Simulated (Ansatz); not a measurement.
Two isomers of C3H5F3O: A = `CC(F)OC(F)F`, B = `FCOCC(F)F`.

Computed with Ansatz on PBE0-D4/def2-TZVP structures; ΔE is electronic, products minus reactants. CBS: MP2 limit from def2 TZ/QZ plus the TZ coupled-cluster correction, frozen cores. Functionals use def2-TZVPP. B3LYP here is the variant with VWN-RPA as its local correlation; programs differ in this. One conformer a species, not always the lowest.

(1) Which is lower in electronic energy at CCSD(T)/CBS, and by how much? (Best estimate.)

(2) Give E(B) − E(A) in kcal/mol with B3LYP-D4, B3LYP, CCSD/def2-TZVPP, CCSD(T)/def2-TZVPP, MP2/def2-TZVPP, B2PLYP, PBE0-D4. (An estimate is asked.)

Largest T1 diagnostic: 0.012.

Results:

(1) Computed: A, by 14.6 kcal/mol.

(2) Ansatz gave: B3LYP-D4 13.9, B3LYP 13.8, CCSD/def2-TZVPP 14.6, CCSD(T)/def2-TZVPP 14.8, MP2/def2-TZVPP 15.4, B2PLYP 14.4, PBE0-D4 15.1. None reverses the order clearly.
